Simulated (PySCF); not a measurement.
Species: lithium potassium, KLi.
SMILES: `[Li][K]`

The calculation used PySCF 2.14.0, PBE0-D3(BJ)/def2-TZVP geometry optimisation, gas phase.

Take the most abundant isotopes and a rigid rotor. 

(1) What are the moment of inertia and the rotational constant?

(2) List the first levels of a rigid rotor in a Σ state.

(3) Where do the first rotational lines fall?

(4) Estimate the classical rotational partition function at 25 K, 100 K and 200 K.

## Answers

(1) I = 68.754 u·Å², B = 505379 MHz·u·Å²/I = 7351 MHz (0.2452 cm⁻¹, or 0.353 K as hB/k). For two atoms I = μr² with μ = 5.9454 u and r = 3.4006 Å.

(2) E(J) = BJ(J+1): J = 1: 0.490, J = 2: 1.471, J = 3: 2.942, J = 4: 4.904, J = 5: 7.356, J = 6: 10.298 cm⁻¹.

(3) The dipole is 3.40 D; J+1 ← J lies at 2B(J+1): 1 ← 0 at 14.70 GHz, 2 ← 1 at 29.40 GHz, 3 ← 2 at 44.10 GHz, 4 ← 3 at 58.80 GHz, 5 ← 4 at 73.51 GHz, 6 ← 5 at 88.21 GHz.

(4) Point group C∞v, symmetry number σ = 1; q = kT/(σhB), k/h = 20836.6 MHz/K: 70.9 at 25 K, 283 at 100 K, 567 at 200 K.

No frequency check. These are rigid-rotor constants of the computed structure; measured ground-state constants (B0) also hold zero-point vibration.
